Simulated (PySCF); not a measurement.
I, doublet (all electrons, no relativity). Base run: HF/STO-3G (PySCF).

The PySCF input:
```python
from pyscf import gto, scf

mol = gto.M(
    atom='''
I     0.000000    0.000000    0.000000
''',
    basis='sto-3g',
    charge=0,
    spin=1,
    verbose=4,
)

mf = scf.UHF(mol)
mf.kernel()
```

Variants of this job, named by their change:

| change | E (Eh) | HOMO (eV) | <S^2> |
|---|---|---|---|
| base | -6850.67625 | -7.40 | 0.750 |
| functional = tpss | -6852.48301 | -3.94 | 0.750 |
| functional = camb3lyp | -6853.02549 | -6.32 | 0.750 |
| functional = b97-1 | -6852.55898 | -4.67 | 0.750 |
| functional = m06 | -6852.72270 | -4.88 | 0.750 |
| functional = m06l | -6852.93001 | -4.02 | 0.750 |
| functional = b3lyp; dispersion = d3zero | -6852.80283 | -4.72 | 0.750 |
| functional = mn12l | -6845.88005 | -3.54 | 0.750 |
| functional = bhandhlyp | -6853.00638 | -5.99 | 0.750 |
| functional = wb97x_v | -6852.49956 | -7.45 | 0.750 |
| functional = tpssh | -6852.59445 | -4.42 | 0.750 |
| functional = lc_wpbe | -6852.16159 | -7.94 | 0.750 |
| functional = o3lyp | -6854.60372 | -4.37 | 0.750 |

Total energies compare only within one method and basis.

Open shells are given as the SCF converged; they aren't shown to be the lowest states, and a large step between rows can be another state.
